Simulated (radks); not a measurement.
Q: Co10+, 17 electrons, occupied as [Ne] 3s2 3p5. Calculated with a radial shooting solver on a logarithmic mesh with Libxc functionals: Dirac Kohn-Sham, PBEsol, spin-unpolarised, spherical densities, point nucleus; open shells fill j = l - 1/2 first. Some entries of the table are withheld. Estimate them.

| orbital | occ. | eigenvalue (hartree) | <r> (bohr) | <1/r> (bohr^-1) |
|---|---|---|---|---|
| 1s1/2 | 2 | -288.4189 | 0.05624 | (1) |
| 2s1/2 | 2 | -42.78643 | 0.2545 | 5.853 |
| 2p1/2 | 2 | -38.44214 | 0.2221 | 5.798 |
| 2p3/2 | 4 | -37.89622 | 0.2251 | 5.687 |
| 3s1/2 | 2 | -12.14072 | 0.6959 | 2.062 |
| 3p1/2 | 2 | -10.78564 | 0.6959 | 1.983 |
| 3p3/2 | 3 | -10.69109 | 0.7016 | 1.959 |
| 3d3/2 | 0 | -8.55675 | (2) | 1.799 |
| 3d5/2 | 0 | -8.54137 | (3) | 1.794 |
| 4s1/2 | 0 | -5.33099 | 1.461 | 0.9659 |

A: 
(1) 1s1/2 <1/r> (bohr^-1): 27.01
(2) 3d3/2 <r> (bohr): 0.6709
(3) 3d5/2 <r> (bohr): 0.6725
